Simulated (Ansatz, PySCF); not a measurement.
This Ansatz (an electronic-structure program) input computes a PBE0/def2-TZVPD energy:

Ansatz 0.2 input:
```yaml
crystal:
  periodic: [false, false, false]
  atoms:
    - {symbol: C, position_ang: [-1.41252861, -0.46030656, 0.06426309]}
    - {symbol: Br, position_ang: [0.35005062, 0.11407245, -0.01592558]}
    - {symbol: H, position_ang: [-1.88850635, -0.48301087, 1.02928333]}
    - {symbol: H, position_ang: [-1.88809358, -0.74768542, -0.85746665]}
basis:
  gaussian:
    orbitals: def2-TZVPD
hamiltonian:
  xc: {name: PBE0}
magnetization: {spin_polarized: true, initial_magnetization: 1}
output: {forces: true}
```

Problem. Write an input for the same energy in PySCF and say what it gives.

Solution. 
```python
from pyscf import gto, scf, dft

mol = gto.M(
    atom='''
    C    -1.41252861   -0.46030656    0.06426309
    Br    0.35005062    0.11407245   -0.01592558
    H    -1.88850635   -0.48301087    1.02928333
    H    -1.88809358   -0.74768542   -0.85746665
    ''',
    basis='def2-tzvpd',
    charge=0,
    spin=1,
    verbose=4,
)

mf = dft.UKS(mol, xc='pbe0').density_fit(auxbasis='def2-universal-jkfit')
mf.grids.level = 3
mf.conv_tol = 1e-9
mf.max_cycle = 100
mf.max_memory = 1500
mf.kernel()
if not mf.converged:
    mf = mf.newton()
    mf.kernel(mf.make_rdm1())
for _ in range(2):
    mo, _, stable, _ = mf.stability(return_status=True)
    if stable:
        break
    mf.kernel(mf.make_rdm1(mo, mf.mo_occ))
mf.analyze()
```
It gives -2613.06558 Eh, and Ansatz -2613.06554 Eh, a difference of 0.04 mEh, from the treatment of integrals and grids.

It need not be the lowest isomer of its formula.
